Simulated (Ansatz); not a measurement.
The cluster Te4As⁺, 5 atoms. Hardware: 4 threads of Arm Neoverse V2 on a shared host.

In the def2 sets Te takes a core potential; there is no spin–orbit coupling. Correlated methods freeze 25 core orbitals; core or outer-core shells of As, Te are correlated, in sets that lack core-valence functions.

(1) How many basis functions does each of these Ansatz runs have, and roughly what does it cost? LC-ωPBE (ω = 0.15 bohr⁻¹)/def2-SVP, charge 1 quintet, energy, from earlier orbitals; PBE-D4/def2-SVP, charge 1 quintet, relaxation, 12 steps; r2SCAN-D4/def2-TZVP, charge 1 quintet, energy, from earlier orbitals; PBE-D4/def2-TZVP, charge 0 doublet at the geometry of the charge 1 singlet, energy, from earlier orbitals; r2SCAN-D4/def2-TZVP, charge 1 triplet, energy, from earlier orbitals; PBE-D4/def2-SVP, charge 1 triplet, energy with a search over starts; LC-ωPBE (ω = 0.30 bohr⁻¹)/def2-SVP, charge 1 singlet, energy, from earlier orbitals; HSE06-D4/def2-TZVP, charge 1 triplet, energy, from earlier orbitals; PBE0-D4/def2-TZVP, charge 1 quintet, energy, from earlier orbitals; PBE0-D4/def2-SVP, charge 1 singlet, energy, from earlier orbitals; PBE0-D4/def2-SVP, charge 1 unrestricted singlet, energy with a search over starts; MP2/def2-TZVP, charge 1 singlet, energy, from earlier orbitals.

Results:

(1) Other jobs shared the machine, so times can vary by a factor of up to 3. A dash marks memory too small to be measured apart from the calling script's.

| run | functions | fitting or Cholesky vectors | wall time | peak host memory (GiB) |
| --- | --- | --- | --- | --- |
| LC-ωPBE (ω = 0.30 bohr⁻¹)/def2-SVP, charge 1 singlet, energy, from earlier orbitals | 136 | 1643 | 2.7 s | – |
| PBE0-D4/def2-SVP, charge 1 singlet, energy, from earlier orbitals | 136 | 1648 | 3.4 s | – |
| LC-ωPBE (ω = 0.15 bohr⁻¹)/def2-SVP, charge 1 quintet, energy, from earlier orbitals | 136 | 1643 | 4.5 s | – |
| PBE-D4/def2-SVP, charge 1 triplet, energy with a search over starts | 136 | 1643 | 7.5 s | – |
| PBE0-D4/def2-SVP, charge 1 unrestricted singlet, energy with a search over starts | 136 | 1648 | 8 s | 0.89 |
| PBE-D4/def2-TZVP, charge 0 doublet at the geometry of the charge 1 singlet, energy, from earlier orbitals | 248 | 1917 | 9.5 s | – |
| MP2/def2-TZVP, charge 1 singlet, energy, from earlier orbitals | 248 | 2238 | 11 s | 1 |
| HSE06-D4/def2-TZVP, charge 1 triplet, energy, from earlier orbitals | 248 | 2239 | 14 s | 1.4 |
| PBE0-D4/def2-TZVP, charge 1 quintet, energy, from earlier orbitals | 248 | 2241 | 16 s | 1.4 |
| r2SCAN-D4/def2-TZVP, charge 1 triplet, energy, from earlier orbitals | 248 | 1917 | 18 s | – |
| r2SCAN-D4/def2-TZVP, charge 1 quintet, energy, from earlier orbitals | 248 | 1917 | 18 s | – |
| PBE-D4/def2-SVP, charge 1 quintet, relaxation, 12 steps | 136 | 1643 | 29 s | – |
